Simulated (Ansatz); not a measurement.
```xyz
6

O     0.679   -1.051    0.506
Si   -0.094    0.154   -0.244
Cl   -2.077    0.143    0.192
Cl    0.652    1.962    0.304
Cl    0.177   -0.130   -2.222
H     0.663   -1.078    1.465
```

Charge 0, multiplicity 1.

Problem. List the B3LYP/def2-TZVPP orbital energies in eV (the Gaussian-basis code of Ansatz). (Estimate.)

Solution. Computed: Occupied: -2762.98, -2762.97, -2762.97, -1802.31, -521.59, -257.75, -257.74, -257.74, -196.77, -196.75, -196.75, -196.63, -196.63, -196.62, -196.62, -196.62, -196.61, -146.49, -101.85, -101.84, -101.81, -28.63, -23.79, -22.91, -22.86, -16.25, -13.83, -12.19, -12.18, -11.13, -10.38, -10.07, -9.96, -9.92, -9.31, -9.15, -9.02. Lowest empty: -0.32, 0.25, 1.15, 1.38, 1.77, 3.23, 3.64, 3.82.

B3LYP here is the variant with VWN-RPA as its local correlation; programs differ in this.
